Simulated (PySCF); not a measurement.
**Basis and Hamiltonian dependence of the ionisation energy of Ru²⁺**

Ru²⁺ [Kr] 4d6 (5D) → Ru³⁺ [Kr] 4d5 (6S). Calculated with PySCF 2.14 from differences of total energies of unrestricted determinants, without spin-orbit coupling. Values in eV.

| basis | Hamiltonian | functions | UHF | LDA | PBE0 | MP2 (valence) | CCSD(T) (valence) | CCSD(T) (valence and next inner shell) |
| --- | --- | --- | --- | --- | --- | --- | --- | --- |
| cc-pVDZ-PP with ECP28MDF | ECP | 38 | 26.438 | n/a | 28.320 | 27.331 | n/a | n/a |
| aug-cc-pVDZ-PP with ECP28MDF | ECP | 54 | 26.435 | 28.676 | 28.316 | 27.406 | 27.472 | n/a |
| def2-TZVPPD with the def2 core potential (28 electrons) | ECP | 56 | 26.556 | 28.750 | 28.401 | 27.763 | 27.807 | 27.844 |
| ANO-RCC-VTZP | spin-free X2C | 68 | 26.560 | 28.915 | 28.445 | 27.791 | 27.833 | 27.909 |
| aug-cc-pwCVDZ-PP with ECP28MDF | ECP | 70 | 26.418 | 28.642 | 28.282 | 27.528 | 27.562 | 27.519 |
| x2c-TZVPPall | spin-free X2C | 79 | 26.542 | 28.949 | 28.456 | 27.777 | 27.817 | 27.911 |
| def2-QZVPPD with the def2 core potential (28 electrons) | ECP | 88 | 26.571 | 28.766 | 28.416 | 27.851 | 27.886 | n/a |
| aug-cc-pVTZ-PP with ECP28MDF | ECP | 88 | 26.442 | 28.643 | 28.301 | 27.697 | 27.739 | n/a |
| x2c-TZVPPall with one added diffuse shell each of s, p, d, f type | spin-free X2C | 95 | 26.544 | 28.951 | 28.458 | 27.781 | 27.822 | 27.917 |
| aug-cc-pVTZ-DK | spin-free X2C | 102 | 26.526 | 28.920 | 28.427 | 27.776 | 27.819 | n/a |
| aug-cc-pVTZ-PP with one added diffuse shell each of s, p, d, f, g type with ECP28MDF | ECP | 113 | 26.443 | 28.643 | 28.301 | 27.699 | n/a | n/a |
| x2c-QZVPPall | spin-free X2C | 118 | 26.534 | 28.942 | 28.441 | 27.833 | n/a | n/a |
| aug-cc-pwCVTZ-PP with ECP28MDF | ECP | 122 | 26.452 | 28.657 | 28.308 | 27.790 | n/a | n/a |

Frozen in the all-electron rows: valence: [Kr]; valence and next inner shell: [Ar] 3d10; with a core potential, the same shells as far as they lie outside it.

Between the lowest levels the reference is 28.47 eV (semi-empirical (NIST evaluation); NIST Atomic Spectra Database, ionization energies); it includes spin-orbit coupling, which these numbers lack.
